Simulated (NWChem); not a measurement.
# Rb, doublet

All runs: NWChem. Spin-unrestricted. No stability test was run on the SCF state. def2 effective core potentials on Rb; no spin-orbit coupling.

For level KT2/def2-SVP:

```yaml
lowest empty minus highest occupied level, either spin (eV): 1.12
```

**Question.** What are these values for level BP86/def2-SVP?

**Answer.** 
| Item | Value |
|---|---|
| lowest empty minus highest occupied level, either spin (eV) | 0.53 |
